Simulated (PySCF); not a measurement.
Cl4Sb, charge +1. Atoms are numbered in the order given.

```xyz
5

Sb     0.0000     0.0000     0.0000
Cl     1.3168     1.3168    -1.3168
Cl    -1.3168     1.3168     1.3168
Cl    -1.3168    -1.3168    -1.3168
Cl     1.3168    -1.3168     1.3168
```
Charge +1, spin multiplicity 1.

The structure is a stationary point at r2SCAN-D4/def2-SVP. The spin state was assumed, not searched. The isomer is the one that the SMILES or the coordinates give; other isomers of the formula were not compared. The def2 effective core potentials stand for the cores of Sb; spin–orbit coupling is left out.

Calculation: PySCF with ωB97X/def2-TZVP.

Symmetry labels are those of the subgroup D2 that the program uses (full group Td).

Computed valence orbital energies around the gap with their symmetry:
| orbital | symmetry | energy (eV) |
|---|---|---|
| HOMO−7 | A | -18.16 |
| HOMO−6 | A | -18.16 |
| HOMO−5 | B1 | -17.90 |
| HOMO−4 | B2 | -17.90 |
| HOMO−3 | B3 | -17.90 |
| HOMO−2 | B1 | -17.55 |
| HOMO−1 | B2 | -17.55 |
| HOMO | B3 | -17.55 |
| LUMO | A | -7.78 |
| LUMO+1 | B1 | -4.41 |
| LUMO+2 | B2 | -4.41 |
| LUMO+3 | B3 | -4.41 |
